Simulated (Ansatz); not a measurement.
AlHBr (SMILES [AlH][Br]): the electronic atomisation energy, rung by rung

AlHBr: 3 atoms, total charge 0, spin state doublet. As SMILES, `[AlH][Br]`. The shape is that of a PBE0-D4/def2-TZVP optimisation.

```csv
atom,x (Å),y (Å),z (Å)
Al,-0.2967,-0.6280,-0.2391
Br,1.5845,0.0086,0.8711
H,-1.2989,0.5546,-0.6453
```

Quantity: the electronic atomisation energy, in eV. The values are calculated. Electronic energies at fixed atoms, without zero-point motion or spin-orbit coupling.

| level | kind | program | value (eV) | less FCI/STO-3G |
| --- | --- | --- | --- | --- |
| UBLYP/STO-3G | GGA | Ansatz | 9.75 | +1.19 |
| U-r2SCAN/STO-3G | meta-GGA | Ansatz | 10.09 | +1.53 |
| U-r2SCAN0/STO-3G | hybrid meta-GGA | Ansatz | 9.86 | +1.30 |
| UB3LYP/STO-3G | global hybrid | Ansatz | 9.69 | +1.13 |
| UPBE0/STO-3G | global hybrid | Ansatz | 9.74 | +1.18 |
| UB2PLYP/STO-3G | double hybrid | Ansatz | 9.27 | +0.71 |
| UCCSD(T)/STO-3G | coupled cluster or CI | Ansatz | 8.55 | -0.01 |
| UCCSDT/STO-3G | coupled cluster or CI | Ansatz | 8.56 | 0.00 |
| FCI/STO-3G | exact in the basis | Ansatz | 8.56 | 0.00 |

FCI/STO-3G is exact within its basis and frozen core, so for wave-function methods in that basis the difference is their error; functionals converge differently with the basis, so for them it is only a difference. All-electron rows without a relativistic Hamiltonian named are non-relativistic. The values span 8.55 to 10.09 eV. All rows use very small basis sets, so none should be taken for the real molecule's value. In the correlated wave-function rows the outer d shell of Br is correlated, in sets not made for it.
